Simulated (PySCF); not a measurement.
A structure optimised at PBE0-D3(BJ)/def2-TZVPD, used in a PySCF frequency run:

```
O
H 1 1.0043
H 1 1.0043 2 109.55
```
Charge +1, spin multiplicity 2.

Write its SMILES, formula and point group.

[OH2+], H₂O, C2v

What are its rotational constants (standard atomic weights)?

841.27, 372.47, 258.17 GHz
